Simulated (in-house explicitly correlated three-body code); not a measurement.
Computed with an exponentially correlated three-body code. Model: two electrons around a point charge, non-relativistic, variational in 260 exponentially correlated functions (energies converged to about 1e-7 hartree, or 1e-8 relative for large Z).

Command:
```bash
python run_hyl.py task.json out
```
Settings (lengths in bohr, energies in hartree):
```
Z                      3
screening              0.105
interaction_strength   1
functions              260
states_tried           13
```

Time taken, with all properties: 54 s on 1 thread of Intel(R) Xeon(R) Platinum 8375C CPU @ 2.90GHz (Ice Lake), on a shared host.

**Those bound S and P states to n = 4 that converged, binding against the one-electron ion.**

Given: nuclear charge 3; Yukawa screening of all interactions 0.105 1/bohr.

Computed: one-electron threshold -4.19308452 hartree.

```
term  energy (hartree)  binding (eV)
1 1S        -6.7687829        70.088
2 3S       -4.61852882        11.577
2 1S                 ?             ?
2 3P       -4.53407712        9.2789
2 1P       -4.50185941        8.4022
3 3S       -4.28950319        2.6237
3 1S       -4.27466739          2.22
3 3P       -4.26847459        2.0515
3 1P       -4.26063065         1.838
4 3S       -4.20897725       0.43246
4 3P                 ?             ?
4 1P       -4.20085402       0.21142
```

Task: What belongs in the row 2 1S?

Result: energy (hartree): -4.55153732; binding (eV): 9.754.

Task: What belongs in the row 4 3P?

Result: energy (hartree): -4.2026289; binding (eV): 0.25972.

**Converged states only, values per electron or pair (inverse distances are <exp(-kr)/r>).**

```tsv
term	mean r (bohr)	mean r squared (bohr²)	mean inverse r (1/bohr)	mean r12 (bohr)	mean inverse r12 (1/bohr)	mean cosine	mean p1 dot p2 (bohr⁻²)	delta r1 (bohr⁻³)	delta r12 (bohr⁻³)
1 1S	0.57355	0.44767	2.5834	0.86351	1.4654	-0.043534	0.28767	6.8396	0.53213
2 3S	1.5158	3.9103	1.6771	2.6035	0.36371	-0.012181	0.016438	4.5464	-
2 1S	1.6752	4.9094	1.6558	2.9047	0.3753	-0.013905	0.020503	4.5012	0.061085
2 3P	1.4503	3.6624	1.6564	2.4891	0.40607	-0.052083	-0.29012	4.2313	-
2 1P	1.5599	4.2938	1.6421	2.6671	0.38887	0.0096679	0.23566	4.2988	0.0091681
3 3S	3.4966	24.182	1.5179	6.5193	0.1198	-0.0030507	0.0037948	4.3482	-
3 1S	3.7901	28.718	1.512	7.1023	0.11975	-0.0035733	0.0049287	4.3395	0.014807
3 3P	3.6063	26.245	1.5115	6.7418	0.12476	-0.011554	-0.062247	4.2768	-
3 1P	3.8092	29.429	1.5073	7.1383	0.11978	0.0022463	0.056173	4.2915	0.0024857
4 3S	?	?	?	?	?	?	?	?	-
4 3P	?	?	?	?	?	?	?	?	-
4 1P	8.7452	164.87	1.4624	16.999	0.0298	0.00049138	0.012385	4.2903	0.00056683
```

Task: What belongs in the row 4 3S?

Result: mean r (bohr): 7.4559; mean r squared (bohr²): 117.46; mean inverse r (1/bohr): 1.4676; mean r12 (bohr): 14.423; mean inverse r12 (1/bohr): 0.034932; mean cosine: -0.000776; mean p1 dot p2 (bohr⁻²): 0.00094327; delta r1 (bohr⁻³): 4.3044.

Task: What belongs in the row 4 3P?

Result: mean r (bohr): 8.2083; mean r squared (bohr²): 144.65; mean inverse r (1/bohr): 1.4641; mean r12 (bohr): 15.927; mean inverse r12 (1/bohr): 0.032407; mean cosine: -0.0026076; mean p1 dot p2 (bohr⁻²): -0.01392; delta r1 (bohr⁻³): 4.2867.

**Electric-dipole lines between converged S and P states, rate of the upper state's decay.**

```tsv
s state	p state	p minus s (eV)	oscillator strength from s	rate (1/s)
1 1S	2 1P	61.686	0.4343	2.3903e+10
1 1S	3 1P	68.25	0.087105	5.8687e+09
1 1S	4 1P	69.877	0.018473	1.3047e+09
2 1S	2 1P	1.3518	0.23493	6.2096e+06
2 1S	3 1P	7.916	0.20281	1.8382e+08
2 1S	4 1P	9.5426	0.034734	4.5749e+07
3 1S	2 1P	-6.1822	-0.090302	1.4976e+08
3 1S	3 1P	0.38196	0.46782	987180
3 1S	4 1P	2.0086	0.11355	6.6262e+06
2 3S	2 3P	2.298	0.32825	2.5074e+07
2 3S	3 3P	?	?	?
2 3S	4 3P	?	?	?
3 3S	2 3P	-6.6552	-0.11332	2.1778e+08
3 3S	3 3P	0.57222	0.60444	2.8626e+06
3 3S	4 3P	2.364	0.076682	6.1982e+06
4 3S	2 3P	-8.8464	-0.015094	5.1257e+07
4 3S	3 3P	-1.619	-0.22206	2.5256e+07
4 3S	4 3P	0.17275	0.9367	404310
```

Task: What belongs in the row 2 3S 3 3P?

Result: p minus s (eV): 9.5255; oscillator strength from s: 0.14615; rate (1/s): 1.918e+08.

Task: What belongs in the row 2 3S 4 3P?

Result: p minus s (eV): 11.317; oscillator strength from s: 0.027794; rate (1/s): 5.149e+07.

**Static dipole response.**

```json
{"state": "1 1S", "polarisability (bohr³)": "0.19389"}
{"state": "2 1S", "polarisability (bohr³)": "99.336"}
{"state": "2 3S", "polarisability (bohr³)": "48.335"}
```
